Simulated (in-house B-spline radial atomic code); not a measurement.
Se⁵⁺. Computed with a B-spline radial atomic code. Model: all-electron spherical atom, spin shells full or empty, radial basis limit, no spin-orbit coupling, Breit or QED, empty-state partial waves extrapolated as (l+1/2)^-4, RPA, G0W0 and static COHSEX of the highest shell as one setting changes (uncorrelated shells keep exact exchange).

In a row where one electron alone is correlated, RPA and GW hold only self-correlation.

Given: element Se; charge 5; filled core Ar; hamiltonian one-electron scalar X2C; mean-field start PBE0; highest l of empty states 9; nuclear rms radius 4.14 fm; highest mean-field shell 4s up.

Shell: 3d 5 5, 4s 1 0 (electrons up and down).

```csv
lowest nl shells left uncorrelated,RPA correlation energy (hartree),G0W0 level (eV),G0W0 minus most complete (meV),COHSEX level (eV)
0,-2.1671,-82.808,0,-84.398
1,-2.0142,-82.808,0.6,-84.397
2,?,?,?,?
3,-1.341,-82.796,11.9,-84.376
4,-1.1611,-82.924,-115.3,-84.609
5,?,?,?,?
6,-0.022157,-81.943,865.5,-83.135
```

(1) What follows for lowest nl shells left uncorrelated = 5?

(2) What follows for lowest nl shells left uncorrelated = 2?

## Answers

(1) RPA correlation energy -0.65323 hartree; G0W0 level -82.85 eV; G0W0 minus most complete -41.4 meV; COHSEX level -84.496 eV.

(2) RPA correlation energy -1.8359 hartree; G0W0 level -82.817 eV; G0W0 minus most complete -9.1 meV; COHSEX level -84.419 eV.
